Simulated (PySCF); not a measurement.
TeO₂Cl₂ at several levels of theory

All levels use the PBE0 minimum (singlet; Te–Cl 2.341 Å (×2), Te–O 1.799 Å (×2); Cl–Te–Cl 97.4°, Cl–Te–O 107.5° (×4), O–Te–O 125.7°), basis [Te def2-SVP with ECP28, O def2-SVP, Cl def2-SVP], scalar-relativistic core potentials, density fitting, no spin–orbit coupling, PySCF. For vertical energies the ionised species is a doublet (spins chosen at PBE0 and kept) and the electron-attached one a doublet. Atomisation goes to high-spin ground-configuration atoms, without zero-point energy. Open shells are unrestricted, also as the reference of the correlated levels. A dash marks a value that was not computed or is not defined at that level.

```
  level  atomisation (kJ/mol)  vertical IP (eV)  vertical EA (eV)  −ε(HOMO) (eV)  gap (eV)  dipole (D)
   PBE0                   982             11.45              2.41           9.51      4.96        1.53
     HF                   126             10.19              1.75          13.77     13.04        2.04
    MP2                     –             12.44              1.65              –         –           –
    PBE                  1171             10.96              2.18           7.79      2.52        1.34
  B3LYP                   965             11.34              2.35           9.11      4.42        1.55
 r2SCAN                     –             11.31              2.41           8.31      2.97        1.35
  TPSSh                  1009             11.27              2.33           8.65      3.67        1.33
r2SCAN0                     –             11.54              2.56           9.86      5.28        1.56
  M06-L                     –             11.31              2.34           8.30      2.99        1.17
```

Spin contamination in at least one species weakens the values at: HF, MP2.

Without diffuse functions attachment energies tend to come out too low.
